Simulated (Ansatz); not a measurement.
Mulliken charges of `OB(O)Cl` from ωB97M-V/def2-TZVPP in Ansatz (PBE0-D4/def2-TZVP geometry).

```json
{"atom": "O1", "x (Å)": "0.158", "y (Å)": "1.025", "z (Å)": "-0.442", "charge (e)": "-0.294"}
{"atom": "B2", "x (Å)": "-0.128", "y (Å)": "-0.228", "z (Å)": "-0.007", "charge (e)": "0.335"}
{"atom": "O3", "x (Å)": "0.609", "y (Å)": "-0.814", "z (Å)": "0.958", "charge (e)": "-0.269"}
{"atom": "Cl4", "x (Å)": "-1.481", "y (Å)": "-1.141", "z (Å)": "-0.692", "charge (e)": "-0.170"}
{"atom": "H5", "x (Å)": "-0.434", "y (Å)": "1.336", "z (Å)": "-1.130", "charge (e)": "0.202"}
{"atom": "H6", "x (Å)": "1.319", "y (Å)": "-0.243", "z (Å)": "1.267", "charge (e)": "0.196"}
```

Q: By hand: the dipole of these point charges (1 e Å = 4.8032 D).

A: Σ q r = (0.169, 0.257, 0.008) e Å, of length 0.308 e Å = 1.48 D.

Q: How does the dipole of the full density compare? (Estimate.)

A: The calculation gave: (0.153, 0.368, -0.067) e Å, 1.94 D; the point charges give 0.76 times that, at 15° from its direction.

Point charges leave out the atoms' own dipoles, such as those of lone pairs, and Mulliken's split depends on the basis, so the two needn't agree.
